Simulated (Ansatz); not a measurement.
# Relative stability

The two ends of one reaction step of CH₇BrSi, closed shell (PBE0-D4/def2-TZVP).

A:

```
10
angstrom
Si -1.0923 0.2221 -0.0874
H 2.3897 0.6055 -1.7304
H -0.9423 0.0223 -1.5488
H -2.5185 0.0728 0.2908
C 0.0010 -0.9247 0.8820
H 2.0193 1.1562 -1.3876
Br -0.5261 2.3362 0.3446
H -0.2751 -1.9630 0.6769
H -0.1032 -0.7441 1.9535
H 1.0475 -0.7835 0.6060
```

B:

```
10
angstrom
Si -0.5039 -0.3864 -0.9605
H 0.1252 0.9268 -1.3022
H -0.0128 -1.3775 -1.9534
H -1.9725 -0.2266 -1.1243
C -0.0609 -0.8873 0.7826
H 0.9042 2.0890 0.0155
Br 1.4287 2.8400 1.1100
H -0.5178 -1.8477 1.0314
H -0.4110 -0.1457 1.5036
H 1.0208 -0.9847 0.8970
```

Program: Ansatz 0.2.0. Basis: def2-TZVPP. Cores are frozen in the correlated methods. Filled d shells of the heavier atoms are correlated. The def2 sets are not built for correlating such inner shells, so the correlated values are less sure here. B3LYP uses VWN-RPA correlation.

Q: Which structure is lower at CCSD(T), and by how much? (Judge from chemistry; the value comes from the calculation.)

A: By the calculation: A, by 16.68 kcal/mol (electronic energy, against the other). By their contacts, A is a complex of CH₅BrSi ([CH3][SiH2][Br]) + H₂ and B is a complex of CH₆Si ([CH3][SiH3]) + HBr.

All methods give the same order:

```json
{"method": "SPW92", "E(B) − E(A) (kcal/mol)": "15.07"}
{"method": "PBE-D4", "E(B) − E(A) (kcal/mol)": "17.23"}
{"method": "BLYP-D4", "E(B) − E(A) (kcal/mol)": "16.74"}
{"method": "r2SCAN-D4", "E(B) − E(A) (kcal/mol)": "18.46"}
{"method": "B97M-V", "E(B) − E(A) (kcal/mol)": "16.40"}
{"method": "PBE0-D4", "E(B) − E(A) (kcal/mol)": "17.60"}
{"method": "B3LYP-D4", "E(B) − E(A) (kcal/mol)": "16.97"}
{"method": "r2SCAN0-D4", "E(B) − E(A) (kcal/mol)": "18.53"}
{"method": "BHLYP-D4", "E(B) − E(A) (kcal/mol)": "17.50"}
{"method": "CAM-B3LYP-D4", "E(B) − E(A) (kcal/mol)": "16.10"}
{"method": "wB97X-V", "E(B) − E(A) (kcal/mol)": "17.54"}
{"method": "wB97M-V", "E(B) − E(A) (kcal/mol)": "18.08"}
{"method": "B2PLYP", "E(B) − E(A) (kcal/mol)": "17.11"}
{"method": "PBE-QIDH", "E(B) − E(A) (kcal/mol)": "18.30"}
{"method": "RPA on PBE", "E(B) − E(A) (kcal/mol)": "15.77"}
{"method": "HF", "E(B) − E(A) (kcal/mol)": "16.79"}
{"method": "MP2", "E(B) − E(A) (kcal/mol)": "19.10"}
{"method": "CCSD", "E(B) − E(A) (kcal/mol)": "16.26"}
{"method": "CCSD(T)", "E(B) − E(A) (kcal/mol)": "16.68"}
```

No T1 diagnostic of these runs exceeds 0.008.

Labels in which every atom is bracketed show which atoms are joined, not bond orders.

For scale, one of the runs: CCSD(T)/def2-TZVPP, 219 basis functions (an equivalent command: `ansatz run in.yaml --threads 4`). The run took 88 s on 4 CPU threads (shared host), with 3.2 GiB of host memory at its peak.
